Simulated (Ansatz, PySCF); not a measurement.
C3H8ClSi, SMILES [CH2][Si](C)(C)Cl, multiplicity 2. Atoms are numbered in the order given.

```xyz
13

C     -0.7076     1.6817    -0.8304
Si    -0.0917     0.0052    -0.3391
C      1.4542    -0.4735    -1.2942
C     -1.4238    -1.3062    -0.5303
Cl     0.4196     0.1043     1.6933
H     -0.7549     2.5280    -0.1355
H     -1.0540     1.9008    -1.8493
H      2.2593     0.2606    -1.1355
H      1.8190    -1.4627    -0.9733
H      1.2381    -0.5196    -2.3752
H     -1.0472    -2.2922    -0.2133
H     -2.3086    -1.0616     0.0777
H     -1.7401    -1.3806    -1.5847
```
Charge 0, spin multiplicity 2.

The structure is a stationary point at TPSSh-D3(BJ)/def2-SVP. The isomer is the one that the SMILES or the coordinates give; other isomers of the formula were not compared.

Two levels are set side by side: PBE-D3(BJ)/def2-SVP (Ansatz, an electronic-structure program) and TPSSh-D3(BJ)/def2-SVP (PySCF). Each level has its own optimised geometry; the coordinates shown are those of the second. Differences are taken from unrounded values.

| quantity | TPSSh-D3(BJ) | PBE-D3(BJ) | PBE-D3(BJ) minus TPSSh-D3(BJ) |
|---|---|---|---|
| mean bond length (Å) | 1.376 | 1.383 | 0.006 |
| bond C1–Si2 (Å) | 1.852 | 1.854 | 0.001 |
| bond Si2–C3 (Å) | 1.879 | 1.880 | 0.001 |
| bond Si2–C4 (Å) | 1.879 | 1.880 | 0.001 |
| bond Si2–Cl5 (Å) | 2.098 | 2.117 | 0.018 |
| bond C1–H6 (Å) | 1.096 | 1.104 | 0.008 |
| bond C1–H7 (Å) | 1.098 | 1.104 | 0.006 |
| bond C3–H8 (Å) | 1.101 | 1.108 | 0.007 |
| bond C3–H9 (Å) | 1.102 | 1.109 | 0.006 |
| bond C3–H10 (Å) | 1.103 | 1.110 | 0.006 |
| bond C4–H11 (Å) | 1.102 | 1.109 | 0.006 |
| bond C4–H12 (Å) | 1.101 | 1.108 | 0.007 |
| bond C4–H13 (Å) | 1.103 | 1.110 | 0.006 |

Exact exchange shortens and stiffens bonds; PBE has none. Differences between two approximate levels are no errors against the true value.
